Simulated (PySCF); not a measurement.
## Co²⁺ (cobalt, charge +2) across methods

[Ar] 3d6 4s1, high-spin 6D determinant (an excited configuration). All numbers are calculated (PySCF 2.14, the non-relativistic Hamiltonian (point nucleus), in aug-cc-pVQZ (9s8p6d4f3g2h, 140 functions)).

| method | E (hartree) | mean ε 3d α (eV) | mean ε 3d β (eV) | mean ε 4s α (eV) | Σ⟨r²⟩ (bohr²) | ⟨S²⟩ |
| --- | --- | --- | --- | --- | --- | --- |
| LDA | -1378.991 | -35.830 | -31.283 | -24.070 | 19.53 | 8.751 |
| UHF | -1380.43204 | -46.872 | -40.592 | -26.653 | 19.61 | 8.752 |
| r2SCANh | -1381.581 | -37.360 | -32.578 | -24.377 | 19.47 | 8.751 |
| PBE | -1381.340 | -35.559 | -31.316 | -23.769 | 19.57 | 8.751 |
| M06-2X | -1381.579 | -41.726 | -36.557 | -25.025 | 19.63 | 8.753 |
| BHandHLYP | -1381.610 | -41.440 | -36.546 | -25.364 | 19.51 | 8.752 |
| r2SCAN | -1381.585 | -36.219 | -31.554 | -24.057 | 19.48 | 8.751 |
| PBE0 | -1381.387 | -38.582 | -33.915 | -24.604 | 19.52 | 8.751 |
